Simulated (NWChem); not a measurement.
Species: InH₃S₂; SMILES [SH][InH][SH]

Program: NWChem. Structure relaxed at the PBE0/def2-SVP level. Not confirmed as a minimum by frequencies. def2 effective core potentials on In; no spin-orbit coupling. One conformer.

Diagonal of the polarisability tensor at B3LYP/def2-SVPD, static: 110.05, 63.94, 84.63 bohr³.

Find the mean polarisability volume, the molar refraction, and the refractive index that an ideal gas of it would have at 273.15 K and 1 atm.


1. Mean: one third of the trace = 86.21 bohr³ × 0.14818 Å³/bohr³ = 12.77 Å³.
2. Molar refraction (Lorentz-Lorenz): (4π/3) N_A α = 32.2 cm³/mol.
3. Number density p/kT = 2.687 × 10⁻⁵ Å⁻³; n − 1 = 2π N α = 21.57 × 10⁻⁴.
4. These hold the electronic response alone: vibrational and orientational terms add to the static dielectric constant.
